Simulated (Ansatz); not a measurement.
Species: CHOS, SMILES `[C](=O)S` (O–C–S–H torsion 180°) (charge 0, multiplicity 2), formula CHOS.

Question: How many basis functions does frozen-core CCSD(T)/cc-pVTZ // B3LYP-D3(BJ)/def2-TZVP in Ansatz (an electronic-structure program) use, how many core orbitals are frozen, and how many electrons are correlated?

Answer: 108 basis functions and 7 frozen orbitals, which leaves 17 correlated electrons. Core time is of the order of seconds.
